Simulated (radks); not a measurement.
The lanthanum ion La3+, [Xe]. All-electron calculation, non-relativistic Kohn-Sham, PBE, spin-polarised, spherical densities, point nucleus. Program: a radial shooting solver on a logarithmic mesh with Libxc functionals. Every spin shell is full or empty, so the densities are truly spherical. Functionals are evaluated on that one density, not self-consistently. Rank these exchange functionals by their error against the exact value of the orbitals, and give that value: LDA, PBEsol, revPBE, OPTX, EV93, SCAN, MS2, Tao-Mo, TASK, MVS.

Answer. Exact: -193.720 hartree. From best to worst, with 100 (|E| - |E exact|)/|E exact| (equal figures are ties): MVS +0.05, SCAN +0.13, revPBE -0.30, EV93 -0.39, MS2 -0.62, Tao-Mo -0.83, OPTX +1.35, PBEsol -2.18, TASK -2.18, LDA -4.63.
